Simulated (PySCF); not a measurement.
# What a mistake does to a calculation on BClFH2Si

These are calculations, not measurements. The program is PySCF 2.14.0, an open-source quantum chemistry code, run on an isolated molecule that a program drew, which may never have been made. The molecule is BClFH2Si (charge 0, doublet), drawn as the SMILES string `FB([SiH2])Cl`.

Each row is a Hartree-Fock (HF) and frozen-core CCSD(T) single point in the cc-pV(D+d)Z basis, meant for a local HF minimum. Run 1 is clean. Each other run has one planted mistake out of seven kinds, and not every kind appears here: one electron removed, one electron added, multiplicity raised by two, geometry at a saddle point, minimal basis STO-3G, one bond length entered in bohr, all coordinates scaled. The reference is restricted for singlets and unrestricted otherwise, and also for a bond in bohr. Adding or removing an electron swaps singlet and doublet. Electrons count all cores. HOMO and LUMO are orbital energies over both spins, the gradient is its largest component, and the lowest frequency (negative if imaginary) is given only where the gradient is small. Bond lengths are over the 5 bonds as drawn. T1 is the CCSD diagnostic: over 0.02 (restricted) or 0.045 (unrestricted) a single reference is doubtful.

Geometry of the clean run:
```xyz
6
BClFH2Si, angstrom
F    -2.0728    0.6086   -2.9842
B    -2.0601   -0.6330   -2.5297
Si   -0.3341   -1.5620   -2.0714
Cl   -3.6192   -1.4594   -2.4410
H    -0.4685   -2.7065   -1.1483
H     0.7847   -0.6706   -1.6999
```

| run | electrons | basis functions | <S^2> | HOMO (eV) | LUMO (eV) | gradient (hartree/bohr) | lowest frequency (cm^-1) | mean bond (Å) | longest bond (Å) | T1 | HF (hartree) | CCSD(T) (hartree) | mistake |
|---|---|---|---|---|---|---|---|---|---|---|---|---|---|
| 1 | 47 | 84 | 0.763 | -9.17 | 0.46 | 1.5e-05 | 177 | 1.6113 | 2.013 | 0.0158 | -873.79084 | -874.32997 | no fault |
| 2 | 47 | 84 | 0.763 | -9.32 | 0.31 | 4.4e-02 | - | 1.6773 | 2.096 | 0.0168 | -873.78154 | -874.32342 | all coordinates scaled |
| 3 | 47 | 84 | 0.764 | -8.52 | 0.55 | 6.5e-06 | -420 | 1.6015 | 1.977 | 0.0147 | -873.78801 | -874.32941 | geometry at a saddle point |
| 4 | 48 | 84 | 0.000 | -1.10 | 8.30 | 5.8e-02 | - | 1.6113 | 2.013 | 0.0161 | -873.79927 | -874.37041 | one electron added |
| 5 | 47 | 84 | 3.762 | -6.24 | -2.68 | 5.5e-02 | - | 1.6113 | 2.013 | 0.0266 | -873.58524 | -874.11431 | ? |
| 6 | 46 | 84 | 0.000 | -17.46 | -7.56 | 5.4e-02 | - | 1.6113 | 2.013 | 0.0184 | -873.48364 | -874.01711 | ? |

**Which mistake was planted in run 5, and what did it cost?**

Electrons, basis and geometry are unchanged, and <S^2> is 3.762, beside S(S+1) = 3.75 for a multiplicity of 4. So the mistake is: multiplicity raised by two. Subtracting run 1 and multiplying by 627.51 kcal/mol a hartree, the energy moved by 129.0 kcal/mol in HF and 135.3 kcal/mol in CCSD(T).

**Which mistake was planted in run 6, and what did it cost?**

It counts 46 electrons, one fewer than the clean run, at the same geometry and basis. So the mistake is: one electron removed. Subtracting run 1 and multiplying by 627.51 kcal/mol a hartree, the energy moved by 192.8 kcal/mol in HF and 196.3 kcal/mol in CCSD(T).

